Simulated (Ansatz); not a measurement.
Ideal-gas functions of `[NH2][Cu-][NH3+]` at 800 K and 1 bar, from an Ansatz frequency run at PBE0-D4/def2-TZVP.

Molar mass 96.6 g/mol, point group Cs (symmetry number 1), electronic degeneracy 1, moments of inertia 4.441, 126.845, 127.726 u Å². Harmonic wavenumbers (cm⁻¹, unscaled): 25, 150, 155, 419, 547, 573, 597, 628, 744, 1205, 1554, 1654, 1655, 3482, 3489, 3571, 3588, 3593.

Use S(trans) = R[1.5 ln M + 2.5 ln T − 1.1517]; rotational temperatures θ = 24.2544 K / I; S(rot) = R[ln(√π/σ · √(T³/θAθBθC)) + 1.5]; for each mode x = 1.438777 ν̃/T, S = R[x/(eˣ − 1) − ln(1 − e⁻ˣ)] and H = RT x/(eˣ − 1); 1 cm⁻¹ = 0.0119627 kJ/mol; R = 8.31446 J/(mol·K).

Question: By hand: the entropy, in J/(mol·K).

Answer: Translation 186.4. Rotation: θ = 5.4615, 0.1912, 0.1899 K, giving 107.3. Vibration, mode by mode: 34.11, 19.23, 18.96, 10.86, 8.78, 8.42, 8.11, 7.73, 6.49, 3.34, 2.04, 1.77, 1.76, 0.12, 0.11, 0.10, 0.10, 0.10, in all 132.1. Electronic 0.0. Sum 425.8 J/(mol·K).

Question: By hand: H − E and G − E in kJ/mol, counted from the electronic energy.

Answer: Zero-point energy ½ × 27629 × 0.0119627 = 165.3; thermal vibration 46.3; translation, rotation and pV give 4 RT = 26.6. H − E = 238.2 kJ/mol, and G − E = 238.2 − 800 × 425.8/1000 = -102.4 kJ/mol.

Vibration gives 31 % of the entropy, 34.1 J/(mol·K) of it from the mode under 150 cm⁻¹: soft modes count most, and the harmonic formula is weakest for them. The sum counts one conformer and one mirror image; others add a mixing term.
